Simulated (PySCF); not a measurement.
## How methods differ on the excitation energy of Mo²⁺

Mo²⁺ [Kr] 4d4 (5D) → Mo²⁺ [Kr] 4d3 5p1 (high-spin determinant), as a difference of total energies. All numbers are calculated (PySCF 2.14, a scalar-relativistic core potential, in def2-TZVPPD with the def2 core potential (28 electrons) (6s4p3d2f1g, 56 functions)). Correlated levels: valence and next inner shell: nothing frozen outside the core potential. The calculations carry no spin-orbit coupling.

```tsv
method	excitation energy (eV)
UHF	9.297
MP2 (valence and next inner shell)	9.687
SCS-MP2 (valence and next inner shell)	9.558
CCSD (valence and next inner shell)	9.572
CCSD(T) (valence and next inner shell)	9.560
```

Problem. How much does correlation contribute at CCSD(T) (valence and next inner shell)?

Solution. 9.560 − (9.297) = 0.263 eV, measured against UHF.

The determinant of the upper state mixes LS terms, which raises its energy above the lowest term, most at the Hartree-Fock and MP2 levels.
